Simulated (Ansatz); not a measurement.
`CN(C)c1ccc(-c2ccc(-c3ccc(-c4ccc(C#N)s4)s3)s2)s1`. Charge 0, multiplicity 1. Geometry PBE-D4/def2-SVP; atoms count from 1.

```xyz
39

C    -2.492   -1.492    6.716
N    -1.661   -0.342    6.424
C    -1.637    0.777    7.346
C    -1.237   -0.121    5.138
C    -0.633    1.022    4.600
C    -0.288    0.864    3.234
C    -0.630   -0.372    2.691
C    -0.446   -0.880    1.360
C    -0.680   -2.167    0.860
C    -0.383   -2.304   -0.514
C     0.090   -1.129   -1.105
C     0.492   -0.913   -2.469
C     0.635   -1.857   -3.494
C     1.045   -1.295   -4.722
C     1.232    0.090   -4.672
C     1.647    0.993   -5.713
C     1.832    2.381   -5.650
C     2.246    2.951   -6.873
C     2.385    2.009   -7.895
C     2.780    2.217   -9.235
N     3.109    2.386  -10.353
S     1.994    0.398   -7.321
S     0.873    0.690   -3.064
S     0.152    0.163    0.084
S    -1.412   -1.375    3.916
H    -2.035   -2.412    6.293
H    -2.565   -1.628    7.812
H    -3.525   -1.403    6.300
H    -1.887    0.418    8.362
H    -0.623    1.227    7.383
H    -2.358    1.582    7.067
H    -0.445    1.936    5.174
H     0.208    1.646    2.641
H    -1.053   -2.986    1.491
H    -0.512   -3.239   -1.075
H     0.455   -2.929   -3.342
H     1.215   -1.881   -5.636
H     1.667    2.958   -4.730
H     2.444    4.020   -7.029
```

Single mean-field runs in def2-TZVP are fitted with def2-universal-jkfit.

Question: Estimate the Mulliken populations of the heavy atoms from the PBE0/def2-TZVP orbitals of Ansatz.

Answer: 
```tsv
atom	charge (e)
C1	-0.32
N2	-0.04
C3	-0.32
C4	0.11
C5	-0.24
C6	-0.20
C7	-0.03
C8	0.12
C9	-0.16
C10	-0.21
C11	0.07
C12	0.11
C13	-0.22
C14	-0.15
C15	0.08
C16	0.03
C17	-0.19
C18	-0.17
C19	0.16
C20	-0.28
N21	-0.02
S22	0.06
S23	-0.01
S24	-0.02
S25	-0.04
```
Mulliken values depend strongly on the basis.

Question: And the Mayer bond orders between heavy atoms (over 0.3)?

Answer: C1–N2 0.98 (1.45 Å); N2–C3 0.97 (1.45 Å); N2–C4 1.21 (1.37 Å); C4–C5 1.47 (1.40 Å); C4–S25 1.20 (1.76 Å); C5–C6 1.33 (1.42 Å); C6–C7 1.47 (1.39 Å); C7–C8 0.99 (1.44 Å); C7–S25 1.23 (1.77 Å); C8–C9 1.40 (1.40 Å); C8–S24 1.26 (1.75 Å); C9–C10 1.33 (1.41 Å); C10–C11 1.48 (1.40 Å); C11–C12 0.97 (1.44 Å); C11–S24 1.24 (1.76 Å); C12–C13 1.46 (1.40 Å); C12–S23 1.27 (1.75 Å); C13–C14 1.35 (1.41 Å); C14–C15 1.40 (1.40 Å); C15–C16 1.01 (1.44 Å); C15–S23 1.25 (1.75 Å); C16–C17 1.42 (1.40 Å); C16–S22 1.31 (1.75 Å); C17–C18 1.35 (1.41 Å); C18–C19 1.49 (1.40 Å); C19–C20 0.97 (1.41 Å); C19–S22 1.21 (1.75 Å); C20–N21 3.02 (1.18 Å).
